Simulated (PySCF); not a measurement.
Computed IR spectrum (relative IR intensity) of a molecule C₂H₈GeO₃. Geometry: B3LYP-D3(BJ)/def2-SVP. Other conformers were not sampled. Method: B3LYP-D3(BJ)/def2-SVP run with PySCF. Frequencies are harmonic and unscaled.

ν (cm⁻¹): 32 (vw), 59 (w), 150 (vw), 205 (vw), 222 (m), 243 (m), 258 (w), 262 (vw), 315 (m), 343 (s), 581 (vw), 696 (m), 700 (vw), 718 (vs), 863 (m), 889 (m), 904 (s), 1049 (w), 1472 (vw), 1479 (vw), 3030 (w), 3046 (vw), 3109 (w), 3119 (w), 3828 (m), 3847 (s) (against the strongest line: vs over 80 %, s over 45 %, m over 15 %, w over 4 %, vw less)

Which structure fits?
(A) C[O][GeH]([OH])[O]C
(B) C[CH2][Ge]([OH])([OH])[OH]
(C) OC[C@H](O)[GeH2][OH]
(D) CO[CH2][GeH]([OH])[OH]

B, C[CH2][Ge]([OH])([OH])[OH]
